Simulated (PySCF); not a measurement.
**Working with the constants of BeSi⁻**

UHF-CCSD(T) constants of BeSi⁻, ⁴Σ⁻ (quartet), unpaired electrons σ ↑, π ↑↑ (Be aug-pcseg-1, Si aug-pcseg-1; no relativity (PySCF 2.14); masses 9.0122 and 27.9769 u):

```
ωe             : 468.0 cm⁻¹
ωexe           : 7.49 cm⁻¹
Be             : 0.49597 cm⁻¹
αe             : 0.00842 cm⁻¹
De to Be + Si⁻ : 0.93 eV
```

Problem. What force constant and bond length do these constants imply?

Solution. Reduced mass μred = 6.8164 u; k = 5.8918×10⁻⁷·μred·ωe² (u, cm⁻¹, mdyn/Å) = 0.880 mdyn/Å; Re = √(16.8576/(μred·Be)) (u, cm⁻¹, Å) = 2.233 Å.

Problem. Estimate the centrifugal constant D from the Kratzer relation and find the Dunham coefficient a1.

Solution. D = 4Be³/ωe² = 2.23e-06 cm⁻¹; a1 = −1 − αeωe/(6Be²) = -3.67.

Correlated steps freeze 5 core orbitals. Correlated levels converge slowly with the basis: in double zeta they bind strong bonds too weakly, by up to about 1 eV, and carry superposition errors of some tenths. For an ion De counts to the pair picked by the measured ionisation energies or electron affinities, which need not be the lowest pair at this level. The state is the lowest determinant that a PBE0 search found; another state may lie lower at other levels.
